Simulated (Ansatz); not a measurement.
Ansatz (a quantum-chemistry and plane-wave program) input (wB97X-V/def2-TZVP):

Ansatz 0.2 input:
```yaml
crystal:
  periodic: [false, false, false]
  atoms:
    - {symbol: Ge, position_ang: [-0.00000000, -0.00000000, -1.46005187]}
    - {symbol: Te, position_ang: [0.00000000, 0.00000000, 0.89849346]}
basis:
  gaussian:
    orbitals: def2-TZVP
hamiltonian:
  xc: {name: wB97X-V}
relax: {f_tol: 0.003, max_steps: 100}
```

End of the output:

```
the calculation of the forces begins
reference -63806.41756340 eV, -2344.8425959119 hartree; 28, 28 occupied and 70, 70 virtual orbitals, 800 factors
relax step   4: F+E_penalty+E_count = -63806.41756464 eV  Δ(F+E_penalty+E_count) = -4.363e-5 eV  max|allowed force component| = 5.364e-4 eV/Å  Δτ_max = 0.0010 Å  (39 SCF iters, accepted)
integrals: 0.04 GiB planned
800 factors; their error is unknown
integrals: 0.08 GiB planned
168 factors; integrals over basis functions are off by at most 7.4e-6 eV
mean field: 0.42 GiB planned
mean field -63806.41756464 eV, -2344.8425959573 hartree, gradient 1.9e-5 eV, S^2 0.000000; 1 other end points of the search recorded, 0 dependent functions left out
the calculation of the forces begins
reference -63806.41756340 eV, -2344.8425959119 hartree; 28, 28 occupied and 70, 70 virtual orbitals, 800 factors
Total energy: -63806.41756340 eV, -2344.8425959119 hartree
Atom 0 at    -0.000000    -0.000000    -1.436813 Å, force    -0.000000     0.000000    -0.000536 eV/Å
Atom 1 at     0.000000     0.000000     0.875255 Å, force    -0.000000     0.000000     0.000536 eV/Å
Dipole moment:    -0.000000    -0.000000    -0.288707 e Å
```
